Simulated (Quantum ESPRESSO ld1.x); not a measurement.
Q: Species: Hg II. Configuration: [Xe] 4f14 5d8 6s1 6d2 (not the ground configuration). All-electron calculation, scalar-relativistic Kohn-Sham, LDA (Slater exchange, VWN5 correlation), spin-polarised, spherical densities, point nucleus; open shells are filled with parallel spins first. Program: ld1.x of Quantum ESPRESSO 7.5. Some entries of the table are withheld. Estimate them.

orbital,occ.,eigenvalue (hartree),r(max) (bohr)
1s up,1,-3055.63,0.010
1s down,1,-3055.62,0.010
2s up,1,-542.391,0.059
2s down,1,-542.384,0.059
2p up,3,-467.965,0.049
2p down,3,-467.958,0.049
3s up,1,-129.424,0.167
3s down,1,-129.420,0.167
3p up,3,-107.928,0.167
3p down,3,-107.923,0.167
3d up,5,-85.2936,0.136
3d down,5,-85.2876,0.136
4s up,1,-29.1743,0.375
4s down,1,-29.1661,0.375
4p up,3,-22.1254,0.396
4p down,3,-22.1171,0.396
4d up,5,-13.7668,0.403
4d down,5,-13.7570,0.403
5s up,1,-5.30774,0.827
5s down,1,-5.26314,0.827
4f up,7,-4.49284,0.366
4f down,7,-4.48021,0.366
5p up,3,-3.39110,0.925
5p down,3,-3.33822,0.925
5d up,5,-1.23714,1.14
5d down,3,-1.17317,1.14
6s up,1,(1),1.99
6s down,0,(2),1.98
6d up,2,(3),4.03
6d down,0,(4),4.26

A: 
(1) 6s up eigenvalue (hartree): -0.90667
(2) 6s down eigenvalue (hartree): -0.83711
(3) 6d up eigenvalue (hartree): -0.21055
(4) 6d down eigenvalue (hartree): -0.16458
